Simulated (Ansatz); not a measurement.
Geometry optimisation, RKS r2SCAN-D4/STO-3G (Ansatz 0.2.0).

input.yaml

```yaml
crystal:
  periodic: [false, false, false]
  atoms:
    - { symbol: C, position_ang: [-0.7636, -1.335, 1.537] }
    - { symbol: Al, position_ang: [0.8798, -0.7576, 0.6293] }
    - { symbol: Cl, position_ang: [0.92648, -0.82243, -1.54924] }
    - { symbol: C, position_ang: [2.52428, -0.10342, 1.58715] }
    - { symbol: B, position_ang: [2.07487, 1.16272, 2.58792] }
    - { symbol: C, position_ang: [2.49981, -0.33275, 3.10475] }
    - { symbol: H, position_ang: [-0.5903, -2.1405, 2.2113] }
    - { symbol: H, position_ang: [-1.5152, -1.5737, 0.7504] }
    - { symbol: H, position_ang: [-1.2045, -0.4156, 2.1488] }
    - { symbol: H, position_ang: [3.45795, 0.04221, 1.16189] }
    - { symbol: H, position_ang: [1.73847, 2.24553, 2.77568] }
    - { symbol: H, position_ang: [3.50168, -0.37151, 3.55551] }
    - { symbol: H, position_ang: [1.63329, -0.88279, 3.59062] }
basis:
  gaussian: { orbitals: STO-3G }
hamiltonian:
  xc: r2scan
  dispersion: d4
relax:
  f_tol: 0.015
  max_steps: 40
```

Run as:

```bash
$ ansatz run input.yaml --threads 1 --pin off --max-ram 2048MiB --backend cpu --events-out ev --progress --plain --runs-dir out
```

Task: Where does it end, and by what steps?

Result: It converged. Limits of this set-up: minimal basis. After 9 steps the energy has fallen by 1.308 eV; H10 moved furthest, 0.24 Å.

```tsv
step	energy less start (eV)	largest force component (eV/Å)	accepted
0	0.0000	6.160	yes
1	-1.1961	2.061	yes
2	-1.2762	0.762	yes
3	-1.3018	0.174	yes
4	-1.3055	0.071	yes
5	-1.3077	0.049	yes
6	-1.3082	0.035	yes
7	-1.3083	0.030	yes
8	-1.3084	0.023	yes
9	-1.3085	0.009	yes
```

```xyz
13
Properties=species:S:1:pos:R:3
C -0.736 -1.289 1.500
Al 0.871 -0.711 0.668
Cl 1.047 -0.864 -1.403
C 2.340 0.017 1.594
B 2.118 1.127 2.596
C 2.443 -0.266 3.129
H -0.549 -2.116 2.197
H -1.485 -1.634 0.780
H -1.193 -0.484 2.088
H 3.269 0.043 1.011
H 1.923 2.258 2.796
H 3.433 -0.449 3.563
H 1.680 -0.916 3.571
```

Whether the end is a true minimum wasn't checked by a vibrational analysis.

Run time: 53 s on 1 thread of Arm Neoverse V2 (shared host), peak memory 0.17 GiB.
